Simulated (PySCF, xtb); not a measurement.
B(Me)(OMe)(SH) (C2H7BOS), SMILES COB(C)S.

GFN2-xTB run with xtb at its own geometry gives an orbital gap of 5.10 eV and a dipole moment of 1.41 D.

The structure is a stationary point at B3LYP-D3(BJ)/def2-SVP. This is a generated structure with no PubChem entry under its InChIKey; it may be hypothetical. The values are those of a single conformer.

Question: What does r2SCAN/def2-TZVP (PySCF) give? (The exact figures need the calculation; the answer reports its results.)

Answer: gap 6.37 eV (levels -6.62 and -0.25 eV), dipole 0.15 D.
